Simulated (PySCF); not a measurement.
Isomers of C8H16NP, mass 157.102 u with the commonest isotopes. Method used: PBE0-D3(BJ)/def2-SVP geometry optimisation, gas phase in PySCF. One conformer each, none proved a minimum here; rigid rotors.

**Question.** Order these by dipole moment, smallest first.
A. `[CH3:1][N:2]=[P@:3]12[CH2:4][CH2:5][CH2:6][C@H:7]1[CH2:8][CH2:9][CH2:10]2` with N2–P3–C4–C5 -110°, P3–C4–C5–C6 -43°, C4–C5–C6–C7 48°, C5–C6–C7–C8 -143°
B. `[CH2:1]=[CH:2][P:3]([CH:4]=[CH2:5])[NH:6][C:7]([CH3:8])([CH3:9])[CH3:10]` with C1–C2–P3–C4 114°, C2–P3–C4–C5 128°, C2–P3–N6–C7 131°
C. `[CH2:1]=[CH:2][P:3]([CH:4]1[CH2:5][CH2:6]1)[N:7]([CH3:8])[CH2:9][CH3:10]` with C1–C2–P3–C4 -121°, C2–P3–C4–C5 156°, C2–P3–N7–C8 161°, P3–N7–C9–C10 155°

**Answer.** C (0.75 D), B (1.18 D), A (3.39 D).

**Question.** Order these by rotational constant B, smallest first.
A. `[CH3:1][N:2]=[P@:3]12[CH2:4][CH2:5][CH2:6][C@H:7]1[CH2:8][CH2:9][CH2:10]2` with N2–P3–C4–C5 -110°, P3–C4–C5–C6 -43°, C4–C5–C6–C7 48°, C5–C6–C7–C8 -143°
B. `[CH2:1]=[CH:2][P:3]([CH:4]1[CH2:5][CH2:6]1)[N:7]([CH3:8])[CH2:9][CH3:10]` with C1–C2–P3–C4 -121°, C2–P3–C4–C5 156°, C2–P3–N7–C8 161°, P3–N7–C9–C10 155°
C. `[CH2:1]=[CH:2][P:3]([CH:4]=[CH2:5])[NH:6][C:7]([CH3:8])([CH3:9])[CH3:10]` with C1–C2–P3–C4 114°, C2–P3–C4–C5 128°, C2–P3–N6–C7 131°

**Answer.** C (804.4 MHz), B (835.4 MHz), A (1129 MHz).

**Question.** Order these by rotational constant C, smallest first.
A. `[CH3:1][N:2]=[P@:3]12[CH2:4][CH2:5][CH2:6][C@H:7]1[CH2:8][CH2:9][CH2:10]2` with N2–P3–C4–C5 -110°, P3–C4–C5–C6 -43°, C4–C5–C6–C7 48°, C5–C6–C7–C8 -143°
B. `[CH2:1]=[CH:2][P:3]([CH:4]=[CH2:5])[NH:6][C:7]([CH3:8])([CH3:9])[CH3:10]` with C1–C2–P3–C4 114°, C2–P3–C4–C5 128°, C2–P3–N6–C7 131°
C. `[CH2:1]=[CH:2][P:3]([CH:4]1[CH2:5][CH2:6]1)[N:7]([CH3:8])[CH2:9][CH3:10]` with C1–C2–P3–C4 -121°, C2–P3–C4–C5 156°, C2–P3–N7–C8 161°, P3–N7–C9–C10 155°

**Answer.** C (585.5 MHz), B (611.6 MHz), A (858.3 MHz).

```tsv
SMILES	point group	Ia (u·Å²)	Ib (u·Å²)	Ic (u·Å²)	κ	μa (D)	μb (D)	μc (D)
C=CP(C=C)NC(C)(C)C	C1	344.48	628.30	826.31	-0.55	0.38	0.20	1.10
C=CP(C1CC1)N(C)CC	C1	332.60	604.96	863.21	-0.46	0.09	0.08	0.74
CN=[P@]12CCC[C@H]1CCC2	C1	333.71	447.68	588.83	-0.18	2.70	1.94	0.68
```
